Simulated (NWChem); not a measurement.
System: Si$_{2}$H$_{4}$OClF; SMILES O[SiH2][Si@@H](F)Cl

```xyz
9

O      1.0978     2.2751     0.1819
Si    -0.4041     1.7096    -0.2728
Si    -0.5036    -0.5197     0.4538
F     -1.6076    -1.3834    -0.3663
Cl     1.3783    -1.2617    -0.0291
H      1.8334     1.6795     0.0000
H     -0.6180     1.7108    -1.7538
H     -1.4192     2.5806     0.3786
H     -0.7225    -0.7878     1.9004
```
Atoms are numbered in this order, from 1.

Level: PBE0/def2-SVP (NWChem), optimised geometry, unscaled harmonic frequencies. 

```csv
frequency (cm⁻¹),IR intensity (km/mol)
41,4.5
81,3.5
165,16.3
211,2.6
247,14.0
315,119.2
422,25.0
524,27.1
555,58.4
711,43.9
768,254.4
808,50.7
823,69.2
879,355.5
909,46.0
925,7.0
946,105.9
2218,106.3
2261,79.9
2270,122.1
3898,92.8
```

```yaml
zero_point_energy: 28.5 kcal/mol
thermal correction to the enthalpy at 298.15 K (with zero-point energy): 34.0 kcal/mol
heat capacity Cv: 25.5 cal/(mol K)
entropy at 298.15 K and 1 atm (symmetry number 1): 89.0 cal/(mol K)
dipole_moment: 0.66 D
```

Rigid rotor and harmonic oscillator; modes under 100 cm⁻¹ make the entropy uncertain.
